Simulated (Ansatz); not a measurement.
Reaction (substitution at a C–C bond): `CCC[BH][AlH2]` + `[OH][InH][Cl]` → `CC[O][InH][Cl]` + `C[BH][AlH2]`

Gas-phase electronic energies from Ansatz, PBE0-D4/def2-TZVP geometries. CBS: MP2 limit from def2 TZ/QZ plus the TZ coupled-cluster correction, frozen cores. Functionals use def2-TZVPP. Elements past krypton have def2 core potentials. For In outer-core shells are correlated without core-valence functions, which leaves a few kJ/mol of doubt a bond. Each species was taken in one conformer, which may not be the lowest.

```tsv
level	ΔE (kJ/mol)
r2SCAN-D4	37.4
CCSD(T)/def2-SVP	28.9
SCS-MP2/def2-TZVPP	40.5
HF/def2-QZVPP	30.5
```

Question: What does CCSD(T)/CBS give? (Best estimate.)

Answer: Ansatz gave: +41.3 kJ/mol. The listed levels differ from it by -3.9, -12.4, -0.8, -10.8 kJ/mol.

Largest T1 diagnostic among the species: 0.015.

Leaving LDA and LC-ωPBE aside and taking each functional with its dispersion term where it has one, the values, not all of them listed here, spread over 11.3 kJ/mol, from BLYP-D4 to PBE-QIDH. LDA lies +3.9 kJ/mol from PBE without D4. At CCSD(T), def2-SVP lies −12.4 kJ/mol from the extrapolated value and def2-TZVPP −1.8 kJ/mol. From PBE to PBE0 (25 % exact exchange), in def2-TZVPP and without D4, ΔE moves by +3.1 kJ/mol.
